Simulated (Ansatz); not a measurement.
Geometry optimisation, Ansatz, RKS LDA/STO-3G.

The input (input.yaml):

```yaml
crystal:
  periodic: [false, false, false]
  atoms:
    - { symbol: C, position_ang: [-0.5959, -1.8006, 1.0901] }
    - { symbol: Si, position_ang: [0.2509, -0.519, 0.0482] }
    - { symbol: O, position_ang: [-0.5614, 0.9283, -0.0894] }
    - { symbol: C, position_ang: [-0.0821, 2.0477, -0.747] }
    - { symbol: "N", position_ang: [0.9196, 2.1828, -1.4527] }
    - { symbol: F, position_ang: [-0.9853, 3.1011, -0.6829] }
    - { symbol: H, position_ang: [-1.6053, -1.9725, 0.6651] }
    - { symbol: H, position_ang: [-0.0524, -2.6809, 1.1284] }
    - { symbol: H, position_ang: [-0.7839, -1.3751, 2.1425] }
    - { symbol: H, position_ang: [1.6043, -0.2705, 0.6399] }
    - { symbol: H, position_ang: [0.4588, -1.0536, -1.2944] }
    - { symbol: H, position_ang: [1.5097, 1.3572, -1.4138] }
basis:
  gaussian: { orbitals: STO-3G }
hamiltonian:
  xc: lda
relax:
  f_tol: 0.02
  max_steps: 40
```

Command:

```bash
$ ansatz run input.yaml --threads 1 --pin off --max-ram 2048MiB --backend cpu --events-out ev --progress --plain --runs-dir out
```

Where does it end, and by what steps?

It converged. Limits of this set-up: minimal basis. After 7 steps the energy has fallen by 0.843 eV; H12 moved furthest, 0.16 Å.

```tsv
step	energy less start (eV)	largest force component (eV/Å)	accepted
0	0.0000	5.507	yes
1	-0.7067	1.437	yes
2	-0.7684	0.948	yes
3	-0.8243	0.495	yes
4	-0.8360	0.428	yes
5	-0.8409	0.283	yes
6	-0.8426	0.032	yes
7	-0.8427	0.013	yes
```

```xyz
12
Properties=species:S:1:pos:R:3
C -0.614 -1.716 1.067
Si 0.319 -0.500 0.019
O -0.677 0.923 0.018
C -0.133 1.980 -0.726
N 0.977 2.138 -1.436
F -0.999 3.024 -0.645
H -1.600 -1.933 0.637
H -0.059 -2.662 1.139
H -0.760 -1.330 2.084
H 1.624 -0.194 0.588
H 0.492 -0.988 -1.343
H 1.507 1.204 -1.366
```

Whether the end is a true minimum wasn't checked by a vibrational analysis.

Run time: 23 s on 1 CPU thread of a shared host.
